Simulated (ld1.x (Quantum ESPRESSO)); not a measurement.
# Before and after: TM potential for tin

* Element: Sn
* Generator: ld1.x (Quantum ESPRESSO) 7.5
* Type: norm-conserving Troullier–Martins (Kleinman–Bylander form)
* Functional: PBE
* Relativity: scalar-relativistic
* Frozen core: [Kr]
* Valence charge: 14
* Reference configuration: 4d10 5s1.5 5p2.5
* Partial waves: 5s (bound): rc 1.70 bohr; 5p (bound): rc 1.85 bohr; 4d (bound): rc 1.70 bohr
* Local potential: all-electron potential smoothed inside 1.50 bohr (lloc = -1)
* Core correction: Bessel-smoothed model core, default radius (core density twice the valence density)

Change: wave 5s (bound): rc 1.70 bohr becomes 5s (bound): rc 1.32 bohr.

Cutoffs: the cutoffs (Ry, on a coarse ladder) from which the occupation-weighted sum of valence levels, in a spherical-Bessel basis at the reference potential, stays within 10 and 1 mRy of its value at 400 Ry; they do not see the model core or the augmentation charge, which bear on the density cutoff. Errors are all-electron minus pseudo energies relative to the spin-unpolarised reference configuration.

Task: Predict the effect on cutoff, ghosts and configuration errors.

Result: The potential gets harder (80 Ry and 120 Ry → 120 Ry and 200 Ry); both files keep a bound ghost (s); of the 7 tests that both files solve, the error grows in 5 and shrinks in 0 by more than 15 % and 0.3 meV (median size 6.5 → 21.1 meV). A smaller radius makes the pseudo-wave follow the all-electron one further in, where it bends more sharply, so more plane waves are needed. That the errors move this way runs against the usual rule that smaller radii transfer better.

| quantity | base | changed |
| --- | --- | --- |
| cutoff, loose | 80 Ry | 120 Ry |
| cutoff, tight | 120 Ry | 200 Ry |
| loose cutoff by channel (10 mRy a level) | s 21 Ry, p 10 Ry, d 60 Ry | s 110 Ry, p 10 Ry, d 60 Ry |
| bound ghosts | s | s |
| error for 4d10 5s2 5p2, meV [ΔE -3.46 eV] | +1.0 | -3.9 |
| error for 4d10 5s2 5p1, meV [ΔE 3.42 eV] | +1.4 | -9.1 |
| error for 4d10 5s2 5p0, meV [ΔE 17.37 eV] | -6.5 | -28 |
| error for 4d10 5s1 5p2, meV [ΔE 11.06 eV] | +22 | +21 |
| error for 4d9 5s2 5p2, meV [ΔE 29.23 eV] | +606 | +589 |
| error for 4d10 5s1 5p0, meV [ΔE 48.34 eV] | -22 | -35 |
| error for 4d10 5s1 5p3, meV [ΔE 3.52 eV] | +0.9 | -3.1 |
| s: phases at 2.00 bohr within 0.05 rad from the reference energy up to (Ry; the scan ends near 5) | 4.8 | to the end of the scan |
| p: phases at 2.00 bohr within 0.05 rad from the reference energy up to (Ry; the scan ends near 5) | 0.0 | 0.0 |
| d: phases at 2.00 bohr within 0.05 rad from the reference energy up to (Ry; the scan ends near 5) | 2.3 | 2.3 |

 A true bound ghost makes a file unfit for plane-wave use even where its test errors are small: the radial tests pick states by their node count and pass the ghost by.
